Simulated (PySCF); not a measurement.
Correlation energy of Mn³⁺ (manganese, charge +3)

[Ar] 3d4, high-spin 5D determinant. Calculation: PySCF 2.14, in ANO-RCC-VTZP; scalar relativity by spin-free X2C-1e. Frozen: [Ar]; 4 electrons correlated.

```tsv
level	correlation energy (mhartree)
CCSD	-44.20
(T)	-0.21
CCSD(T)	-44.41
```

Diagnostics: T1 = 0.0019, D1 = 0.0027, largest double amplitude 0.021.

Cost of the coupled-cluster step: roughly 1 core-seconds, for 4 correlated electrons.

Iterations:

```
CC2 = 0
CCSD nocc = (np.int64(4), np.int64(0)), nmo = (50, 50)
frozen orbitals [[0, 1, 2, 3, 4, 5, 6, 7, 8], [0, 1, 2, 3, 4, 5, 6, 7, 8]]
max_cycle = 100
direct = 0
conv_tol = 1e-08
conv_tol_normt = 1e-06
diis_space = 8
diis_start_cycle = 0
Init t2, MP2 energy = -0.0399936464539288
Init E_corr(UCCSD) = -0.0399936464869888
cycle = 1  E_corr(UCCSD) = -0.0437128597962686  dE = -0.00371921331  norm(t1,t2) = 0.0089785
cycle = 2  E_corr(UCCSD) = -0.0441189278910876  dE = -0.000406068095  norm(t1,t2) = 0.00207315
cycle = 3  E_corr(UCCSD) = -0.0442070836668498  dE = -8.81557758e-05  norm(t1,t2) = 0.000777341
cycle = 4  E_corr(UCCSD) = -0.0441971909509026  dE = 9.89271595e-06  norm(t1,t2) = 0.000181925
cycle = 5  E_corr(UCCSD) = -0.0441993499497426  dE = -2.15899884e-06  norm(t1,t2) = 2.44785e-05
cycle = 6  E_corr(UCCSD) = -0.0441992866875125  dE = 6.32622301e-08  norm(t1,t2) = 2.30624e-06
cycle = 7  E_corr(UCCSD) = -0.044199287320001  dE = -6.32488506e-10  norm(t1,t2) = 6.27413e-07
UCCSD converged
E(UCCSD) = -1155.466929875906  E_corr = -0.04419928732000101
UCCSD(T) correction = -0.00020943661828175
```
